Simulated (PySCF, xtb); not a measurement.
1-chlorobuta-1,2-diene (C4H5Cl), SMILES CC=C=CCl.

Harmonic wavenumbers (cm⁻¹) from GFN2-xTB in xtb 6.7.1 at its own minimum, in rising order: 107, 135, 181, 267, 452, 518, 683, 713, 843, 934, 1024, 1074, 1141, 1196, 1389, 1396, 1472, 1480, 2067, 3007, 3019, 3021, 3058, 3066.

### Question
What does B3LYP-D3(BJ)/def2-SVP in PySCF give at its own minimum? (The exact figures need the calculation; the answer reports its results.)

### Answer
115, 154, 207, 287, 489, 560, 726, 755, 874, 897, 1044, 1087, 1149, 1243, 1385, 1412, 1454, 1473, 2069, 3024, 3090, 3108, 3141, 3189. Paired by order, the mean absolute difference is 34 cm⁻¹ and the zero-point energies are 46.1 and 47.1 kcal/mol.
